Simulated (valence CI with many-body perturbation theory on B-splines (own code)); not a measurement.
# Forbidden lines of Tc V

Calculated by configuration interaction combined with many-body perturbation theory (CI+MBPT): three valence electrons over a frozen Dirac-Fock core [Kr], a basis of 9 s, 9 p, 10 d, 8 f, 5 g, 3 h, 1 i functions for each j, with the one-electron correlation potential Σ1 (screened to all orders), the two-electron term Σ2, the three-electron term Σ3, Breit, model QED; selected single and double excitations, second order for the rest, scaled by the run's own slope (own B-spline code, finite nucleus).

No measured levels were compared; by estimate terms of the open shell hold to 2 to 4 % of their energy, and close levels can change places; different configurations can be misplaced against each other by 1,000 to 8,000 cm⁻¹. Core correlation moves these levels by up to 16000 cm⁻¹, and in measured spectra 5 to 20 % of such shifts remained as error; rates that hang on mixing are uncertain with them.

Lines 1 to 50 of 120 in falling wavelength, among levels below 187970 cm⁻¹, chosen from the decays that carry over 1 % of a level's rate. Wavelengths and rates use the calculated energies, so an error of 2000 cm⁻¹ moves a line at 30980 Å by 62 % and its rate by three times that or more. Electric multipoles are in the length gauge, E1 and E2 with the static RPA response of the core. Weak lines are less certain than strong ones. Lines between different terms over intervals too small for the method are left out, as are lines whose strength nearly cancels. Intervals below about 2000 cm⁻¹, as at the head of this list, are uncertain by tens of per cent.

Names give the largest LS component (configuration and term), which can be under half, so a name can repeat, a term be missing and a line seem to break the LS rules; names also repeat where a configuration has a term twice. Letters in brackets count levels of one name in rising energy.

| λ vac (Å) | Upper | Lower | Type | A (s⁻¹) | Branch % |
| --- | --- | --- | --- | --- | --- |
| 91530 | 4d³ ⁴F_5/2 | 4d³ ⁴F_3/2 | M1 | 5.58e-02 | 100.0 |
| 74240 | 4d³ ⁴F_7/2 | 4d³ ⁴F_5/2 | M1 | 1.05e-01 | 100.0 |
| 67140 | 4d³ ⁴F_9/2 | 4d³ ⁴F_7/2 | M1 | 8.81e-02 | 100.0 |
| 56430 | 4d³ ⁴P_5/2 | 4d³ ⁴P_3/2 | M1 | 7.66e-02 | 50.9 |
| 31040 | 4d³ ²D_5/2 [a] | 4d³ ²D_3/2 [a] | M1 | 2.09e-01 | 7.6 |
| 30980 | 4d³ ²D_3/2 [a] | 4d³ ⁴P_5/2 | M1 | 7.90e-02 | 2.6 |
| 29010 | 4d³ ²P_3/2 | 4d³ ²P_1/2 | M1 | 2.10e-01 | 6.8 |
| 25030 | 4d³ ²P_3/2 | 4d³ ²D_3/2 [a] | M1 | 5.31e-01 | 17.1 |
| 23780 | 4d³ ²H_9/2 | 4d³ ²G_9/2 | M1 | 3.83e-01 | 36.5 |
| 22460 | 4d³ ²H_11/2 | 4d³ ²G_9/2 | M1 | 2.57e-01 | 93.4 |
| 20140 | 4d³ ²D_3/2 [a] | 4d³ ⁴P_1/2 | M1 | 2.01e-01 | 6.6 |
| 20000 | 4d³ ²D_3/2 [a] | 4d³ ⁴P_3/2 | M1 | 5.31e-01 | 17.5 |
| 19990 | 4d³ ²H_9/2 | 4d³ ²G_7/2 | M1 | 3.58e-01 | 34.1 |
| 18140 | 4d³ ²P_1/2 | 4d³ ⁴P_1/2 | M1 | 8.56e-01 | 95.5 |
| 15510 | 4d³ ²D_5/2 [a] | 4d³ ⁴P_5/2 | M1 | 1.24e-01 | 4.5 |
| 13850 | 4d³ ²P_3/2 | 4d³ ⁴P_5/2 | M1 | 4.78e-01 | 15.4 |
| 10770 | 4d³ ²F_5/2 | 4d³ ²D_5/2 [a] | M1 | 3.50e-02 | 3.0 |
| 10220 | 4d³ ²G_7/2 | 4d³ ⁴F_9/2 | M1 | 1.67e-02 | 1.5 |
| 9837 | 4d³ ⁴P_3/2 | 4d³ ⁴F_7/2 | E2 | 1.20e-02 | 6.6 |
| 9571 | 4d³ ⁴P_5/2 | 4d³ ⁴F_9/2 | E2 | 2.20e-02 | 14.6 |
| 9448 | 4d³ ²G_9/2 | 4d³ ⁴F_9/2 | M1 | 9.36e-01 | 65.9 |
| 9319 | 4d³ ²F_7/2 | 4d³ ²H_11/2 | E2 | 2.51e-02 | 1.6 |
| 9108 | 4d³ ²F_7/2 | 4d³ ²H_9/2 | M1 | 1.79e-02 | 1.2 |
| 8869 | 4d³ ²G_7/2 | 4d³ ⁴F_7/2 | M1 | 4.85e-01 | 44.8 |
| 8776 | 4d³ ²F_5/2 | 4d³ ²H_9/2 | E2 | 2.97e-02 | 2.6 |
| 8686 | 4d³ ⁴P_3/2 | 4d³ ⁴F_5/2 | M1 | 5.20e-02 | 28.7 |
| 8686 | 4d³ ⁴P_3/2 | 4d³ ⁴F_5/2 | E2 | 1.70e-02 | 9.4 |
| 8660 | 4d³ ⁴P_1/2 | 4d³ ⁴F_5/2 | E2 | 1.89e-02 | 25.9 |
| 8377 | 4d³ ⁴P_5/2 | 4d³ ⁴F_7/2 | M1 | 1.96e-02 | 13.0 |
| 8377 | 4d³ ⁴P_5/2 | 4d³ ⁴F_7/2 | E2 | 1.38e-02 | 9.2 |
| 8282 | 4d³ ²G_9/2 | 4d³ ⁴F_7/2 | M1 | 4.80e-01 | 33.8 |
| 7995 | 4d³ ²F_5/2 | 4d³ ²D_3/2 [a] | M1 | 1.25e-02 | 1.1 |
| 7933 | 4d³ ⁴P_3/2 | 4d³ ⁴F_3/2 | M1 | 9.10e-02 | 50.2 |
| 7933 | 4d³ ⁴P_3/2 | 4d³ ⁴F_3/2 | E2 | 9.15e-03 | 5.0 |
| 7923 | 4d³ ²G_7/2 | 4d³ ⁴F_5/2 | M1 | 5.79e-01 | 53.6 |
| 7912 | 4d³ ⁴P_1/2 | 4d³ ⁴F_3/2 | E2 | 4.78e-02 | 65.3 |
| 7912 | 4d³ ⁴P_1/2 | 4d³ ⁴F_3/2 | M1 | 6.42e-03 | 8.8 |
| 7527 | 4d³ ⁴P_5/2 | 4d³ ⁴F_5/2 | M1 | 1.14e-02 | 7.6 |
| 7527 | 4d³ ⁴P_5/2 | 4d³ ⁴F_5/2 | E2 | 5.11e-03 | 3.4 |
| 6762 | 4d³ ²H_9/2 | 4d³ ⁴F_9/2 | M1 | 1.84e-01 | 17.6 |
| 6650 | 4d³ ²H_11/2 | 4d³ ⁴F_9/2 | M1 | 1.77e-02 | 6.4 |
| 6586 | 4d³ ²F_7/2 | 4d³ ²G_9/2 | M1 | 1.42e-01 | 9.2 |
| 6586 | 4d³ ²F_7/2 | 4d³ ²G_9/2 | E2 | 7.61e-02 | 5.0 |
| 6411 | 4d³ ²F_5/2 | 4d³ ²G_9/2 | E2 | 2.47e-02 | 2.1 |
| 6355 | 4d³ ²F_5/2 | 4d³ ⁴P_5/2 | M1 | 3.37e-02 | 2.9 |
| 6257 | 4d³ ²F_7/2 | 4d³ ²G_7/2 | M1 | 4.97e-01 | 32.4 |
| 6143 | 4d³ ²H_9/2 | 4d³ ⁴F_7/2 | M1 | 1.23e-01 | 11.7 |
| 6098 | 4d³ ²F_5/2 | 4d³ ²G_7/2 | M1 | 3.06e-01 | 26.5 |
| 6098 | 4d³ ²F_5/2 | 4d³ ²G_7/2 | E2 | 1.21e-01 | 10.4 |
| 6056 | 4d³ ²D_3/2 [a] | 4d³ ⁴F_5/2 | M1 | 1.32e+00 | 43.5 |
